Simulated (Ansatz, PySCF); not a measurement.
Ge(H)(OH)(NH2)2 (GeH6N2O), SMILES [NH2][GeH]([NH2])[OH]. Atoms are numbered in the order given.

```xyz
10

Ge     0.0209     0.1161    -0.2001
N     -0.8158    -1.4493    -0.6359
N      1.4533    -0.3818     0.8086
O     -0.8376     1.2079     0.9361
H      0.2346     0.8759    -1.5344
H     -1.5834    -1.3862    -1.3005
H     -1.0969    -2.0179     0.1607
H      2.1298    -0.9860     0.3494
H      1.9294     0.3764     1.2908
H     -1.4610     1.7910     0.4851
```
Charge 0, spin multiplicity 1.

Geometry optimised at B3LYP-D3(BJ)/def2-SVP. The structure was generated by enumeration, and PubChem lists no compound with its InChIKey, so it may never have been made. One conformer was computed; it need not be the lowest.

Two levels are set side by side: PBE-D3(BJ)/def2-SVP (Ansatz, a program for electronic structure) and B3LYP-D3(BJ)/def2-SVP (Ansatz). Each level has its own optimised geometry; the coordinates shown are those of the second. Frequencies come from the Hessian of PySCF at each geometry. Differences are taken from unrounded values.

```csv
quantity,B3LYP-D3(BJ),PBE-D3(BJ),PBE-D3(BJ) minus B3LYP-D3(BJ)
mean bond length (Å),1.336,1.347,0.010
bond Ge1–N2 (Å),1.828,1.840,0.012
bond Ge1–N3 (Å),1.821,1.833,0.012
bond Ge1–O4 (Å),1.794,1.809,0.014
bond Ge1–H5 (Å),1.550,1.563,0.013
bond N2–H6 (Å),1.017,1.026,0.008
bond N2–H7 (Å),1.018,1.027,0.008
bond N3–H8 (Å),1.017,1.025,0.008
bond N3–H9 (Å),1.017,1.025,0.008
bond O4–H10 (Å),0.965,0.974,0.009
highest harmonic wavenumber (cm⁻¹),3851,3739,-112
mean harmonic wavenumber (cm⁻¹),1331,1300,-32
zero-point energy (kcal/mol),45.68,44.59,-1.09
```

GGA bonds tend to be longer and softer than those of functionals with exact exchange. Differences between two approximate levels are no errors against the true value.
